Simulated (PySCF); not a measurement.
# Reproducing measurements on potassium fluoride

**Experimental background.**

From Liu, Meijer, Perez-Rios, Phys. Chem. Chem. Phys. 22 (2020) 24191, for the gas: dipole moment 8.59255 D.

How close the calculation comes is told at the end.

Potassium fluoride, KF.
Numbering: `[F:1][K:2]`

Structure used (PBE0-D3(BJ)/def2-TZVP), in Å, numbered top down from 1:
```xyz
2
KF angstrom
F      1.1027   -0.0287    0.0005
K     -1.0853   -0.0001   -0.0126
```

The PySCF runs (gas phase, on this PBE0-D3(BJ)/def2-TZVP geometry; no spin–orbit coupling):

```tsv
level	job	basis functions	wall time
PBE0-D3(BJ)/def2-TZVP, grid level 2	geometry optimisation from a GFN2-xTB start shaken at random	64	3.9 s
B97-2/pcSseg-2	shieldings	86	1.2 s
KT3/pcSseg-2	shieldings	86	1.9 s
PBE0/pcSseg-2	shieldings, charges and field gradients	86	2.1 s
wB97X-D/pcSseg-2	shieldings	86	1.5 s
B3LYP/pcJ-2	spin–spin couplings from 1 perturbed nucleus	101	1.3 s
B97-2/pcJ-2	spin–spin couplings from 1 perturbed nucleus	101	1.3 s
PBE0/pcJ-2	spin–spin couplings from 1 perturbed nucleus	101	1.3 s
```

Hardware: one thread of an Arm Neoverse V1 (shared host).

## Comparison

**Dipole moment.** Measured: 8.59255 D (Liu, Meijer, Perez-Rios, Phys. Chem. Chem. Phys. 22 (2020) 24191).

| level | computed (D) | computed − measured (D) | % (from the printed values) |
| --- | --- | --- | --- |
| PBE0-D3(BJ)/def2-TZVP | 8.540 | -0.053 | -1 |
| B97-2/pcSseg-2 | 8.446 | -0.147 | -2 |
| KT3/pcSseg-2 | 8.095 | -0.498 | -6 |
| PBE0/pcSseg-2 | 8.448 | -0.145 | -2 |
| wB97X-D/pcSseg-2 | 8.587 | -0.006 | 0 |
| B3LYP/pcJ-2 (pcSseg-2 on K) | 8.383 | -0.210 | -2 |
| B97-2/pcJ-2 (pcSseg-2 on K) | 8.445 | -0.148 | -2 |
| PBE0/pcJ-2 (pcSseg-2 on K) | 8.447 | -0.146 | -2 |

Closest is wB97X-D/pcSseg-2 (-0.006 D), furthest KT3/pcSseg-2 (-0.498 D); one molecule doesn't rank methods. All 8 levels lie below the measurement. The computed dipoles belong to one fixed geometry; measured ones are averaged over vibrations unless marked μe. Magnitudes are compared, not signs.

No measured geometry was used, and the causes of the misses weren't examined.
